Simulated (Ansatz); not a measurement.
The cluster B4F⁻. The state is a singlet with charge -1. Geometry PBE-D4/def2-SVPD.

Cartesian coordinates in Å:
```
B -0.708 -2.992 -0.456
B 0.383 1.521 0.252
B 0.039 0.050 0.031
B -0.393 -1.376 -0.269
F 0.680 2.797 0.442
```

HSE06 is defined as in plane-wave codes, on full-range PBE exchange. The restricted singlet is unstable towards broken spin symmetry in Hartree–Fock (as tested in another run); at PBE-D4/def2-TZVPD, r2SCAN-D4/def2-TZVPD, B97M-V/def2-TZVPD, PBE0-D4/def2-TZVPD and others this wasn't settled. At PBE-D4/def2-TZVPD, r2SCAN-D4/def2-TZVPD the highest occupied level of the charge -1 singlet lies above zero (up to 0.29 eV). The electron is either unbound and held by the finite basis, or the level is raised by self-interaction error. Another isomer (singlet) lies 2.32 eV lower at PBE0-D4/def2-TZVPD; other spin states weren't run for this one.

(1) Estimate the orbital energies around the gap (eV) in Ansatz with PBE-D4/def2-TZVPD, r2SCAN-D4/def2-TZVPD, B97M-V/def2-TZVPD, PBE0-D4/def2-TZVPD, HSE06-D4/def2-TZVPD.

## Answers

(1) 
```
orbital  PBE-D4/def2-TZVPD  r2SCAN-D4/def2-TZVPD  B97M-V/def2-TZVPD  PBE0-D4/def2-TZVPD  HSE06-D4/def2-TZVPD
 HOMO−5              -7.71                 -8.38              -8.53               -9.59                -9.17
 HOMO−4              -6.52                 -7.09              -7.16               -8.27                -7.85
 HOMO−3              -4.08                 -4.46              -4.58               -5.54                -5.14
 HOMO−2              -0.64                 -0.72              -0.62               -1.27                -0.90
 HOMO−1              -0.63                 -0.72              -0.62               -1.26                -0.89
   HOMO               0.29                  0.07              -0.02               -0.93                -0.52
   LUMO               0.97                  1.06               1.13                1.65                 1.30
 LUMO+1               0.98                  1.07               1.13                1.66                 1.30
 LUMO+2               2.44                  2.95               2.49                2.89                 2.65
 LUMO+3               3.42                  3.95               3.34                3.76                 3.52
 LUMO+4               3.69                  4.03               3.90                4.34                 4.08
 LUMO+5               3.73                  4.04               3.95                4.49                 4.16
```
